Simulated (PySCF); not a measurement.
# Static response to an electric field

Species: C5H6OS.
Cartesian coordinates in Å at the GFN2-xTB level; atoms count from 1:
```xyz
13
C5H6OS angstrom
C      2.4186    0.2448   -0.2942
S      1.3094   -1.1752   -0.5128
C     -0.2446   -0.4323   -0.2047
C     -1.4876   -1.1241   -0.2458
C     -2.4342   -0.1965    0.0483
O     -1.8776    1.0046    0.2656
C     -0.5457    0.8614    0.1117
H      3.4240   -0.1253   -0.4684
H      2.3303    0.6233    0.7198
H      2.1722    1.0144   -1.0197
H     -1.6266   -2.1615   -0.4649
H     -3.5004   -0.2679    0.1305
H      0.0578    1.7345    0.2524
```

Level: CAM-B3LYP/def2-SVPD (PySCF), static field, nuclei fixed, core orbitals frozen in the response. The polarisability tensor in these axes (au):

```
x   102.72  -0.41  -4.47
y    -0.41  79.37   5.57
z    -4.47   5.57  56.32
```

Task: Diagonalise the tensor; give its mean and Δα, where Δα² is half the sum of the squared differences of the eigenvalues.

Result: Principal values 54.66, 80.55 and 103.19 au; mean 79.47 au = 11.78 Å³ = 13.10 × 10⁻⁴⁰ C²·m²/J; Δα = 42.06 au (53 % of the mean).

Task: What is the dipole moment, and where does it point?

Result: (0.54, 0.69, 0.11) D, 0.88 D in size, pointing from the negative to the positive side. Measured along this direction, the outermost atoms are H11 at the negative end and H9, H10 and H8 at the positive end.

Task: Along which axes do the principal values lie, and how far do the nuclei extend along each?

Result: Largest value along (0.99, -0.04, -0.10), where the nuclei span 6.94 Å; middle along (0.06, 0.98, 0.21), 4.05 Å; least along (0.09, -0.22, 0.97), 1.79 Å. The response follows the extents in order.

Task: Traceless (Buckingham) quadrupole moment about the centre of nuclear charge: eigenvalues?

Result: -6.82, -6.15, 12.97 D·Å. The values depend on the origin, since the dipole doesn't vanish. The electronic extent ⟨r²⟩ about the same centre is 943 bohr², a root-mean-square distance of 2.10 Å for the 60 electrons.

Task: Sum over states: ᾱ = Σ f/ω², ω in Eh. What share falls to these 8 lowest TDDFT singlets (eV, f)? 5.22, 0.0000; 5.67, 0.0588; 5.87, 0.0069; 6.10, 0.0110; 6.44, 0.0414; 6.71, 0.2819; 6.80, 0.0081; 7.02, 0.0024.

Result: They add up to 7.26 au, 9.1 % of the 79.47 au; the largest single term is 4.63 au, from the state at 6.71 eV. Terms in order: 0.00, 1.35, 0.15, 0.22, 0.74, 4.63, 0.13, 0.04 au. Higher excitations give the rest. The strengths listed sum to 0.410.

Task: In a dilute gas of rigid molecules at 273 K, how does the orientational term μ²/3kT compare with the electronic polarisability?

Result: In Gaussian units μ²/3kT = 6.89 Å³ against 11.78 Å³, a ratio of 0.58; the Debye molar polarisation (4π/3)N_A(α + μ²/3kT) is 47.1 cm³/mol, leaving out the vibrational part.

Isolated species at its GFN2-xTB geometry (one conformer only).
